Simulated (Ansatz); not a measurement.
One change: `C[BH][Al]([OH])[F]` becomes `C[BH][AlH][OH]`.

Ansatz, PBE0-D4/def2-TZVP geometries, multiplicity 1. Each molecule was computed in one conformer, which needn't be the lowest.

```csv
property,`C[BH][Al]([OH])[F]`
HOMO energy (PBE0/def2-TZVPP) / eV,-7.71
size of the dipole moment (PBE/def2-TZVPP) / D,1.55
HOMO–LUMO gap (B3LYP/def2-TZVPP) / eV,4.99
LUMO energy (ωB97M-V/def2-TZVPP) / eV,-0.42
LUMO energy (PBE0/def2-TZVPP) / eV,-2.35
HOMO–LUMO gap (PBE0/def2-TZVPP) / eV,5.36
```

**Question.** What does the change do to each property? (Estimate.)

**Answer.** Computed: 
```
                                      property  `C[BH][AlH][OH]`  shift
            HOMO energy (PBE0/def2-TZVPP) / eV             -7.03   0.68
size of the dipole moment (PBE/def2-TZVPP) / D              0.54  -1.01
         HOMO–LUMO gap (B3LYP/def2-TZVPP) / eV              4.94  -0.05
         LUMO energy (ωB97M-V/def2-TZVPP) / eV              0.19   0.61
            LUMO energy (PBE0/def2-TZVPP) / eV             -1.74   0.61
          HOMO–LUMO gap (PBE0/def2-TZVPP) / eV              5.29  -0.07
```

With PBE0 the HOMO rises by 0.68 eV and the LUMO rises by 0.61 eV, so the gap narrows by about 0.07 eV. PBE moves the HOMO by 0.64 eV and ωB97M-V by 0.70 eV. Dipoles are sizes alone; their direction can turn.

B3LYP here is the variant with VWN-RPA as its local correlation; programs differ in this.
